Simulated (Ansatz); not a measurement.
Total energies of CH4F2GeO, SMILES `C[O][GeH]([F])[F]`.

Z-matrix (Å, degrees):
```
C
O 1 1.421
H 1 1.094 2 111.4
H 1 1.091 2 107.2 3 -118.9
H 1 1.094 2 111.4 3 122.1
Ge 2 1.737 1 120.9 3 -61.0
F 6 1.722 2 109.2 1 -56.1
F 6 1.722 2 109.2 1 56.4
H 6 1.517 2 111.7 1 -179.8
```

Total charge 0; spin multiplicity 1. Correlated methods include outer-core shells of Ge, which these sets cover unevenly. Scalar relativity is left out up to krypton. The geometry is a stationary point of PBE0-D4/def2-TZVP. It is one conformer, not always the lowest. Basis def2-TZVPP, Ansatz.

RPA on PBE orbitals: Hartree–Fock energy of these orbitals -2389.46227 Eh, correlation -1.77703 Eh (frozen core).

```tsv
functional	energy without D4 (Eh)	D4 term (kJ/mol)
LDA (SPW92)	-2387.31417	–
PBE	-2392.01719	-15.4
revPBE	-2392.38603	-47.8
BLYP	-2392.66613	-34.0
r2SCAN	-2392.50947	-3.7
B97M-V	-2392.17733	–
PBE0	-2392.07580	-12.9
B3LYP	-2392.70816	-24.8
r2SCANh	-2392.48367	-3.9
r2SCAN0	-2392.44690	-4.4
HSE06 (plane-wave form)	-2392.06280	-12.0
BHLYP	-2392.50657	-18.6
CAM-B3LYP	-2392.69481	-13.0
LC-ωPBE	-2392.21441	–
ωB97X-V	-2392.36722	–
ωB97M-V	-2392.45166	–
B2PLYP	-2392.10613	–
PBE-QIDH	-2391.71689	–
```

B3LYP takes the VWN-RPA correlation (the form of Gaussian; ORCA's B3LYP/G). HSE06 is the plane-wave form, built on full-range PBE exchange. The double hybrids freeze the cores in their second-order part.

LC-ωPBE has ω = 0.4 bohr⁻¹.
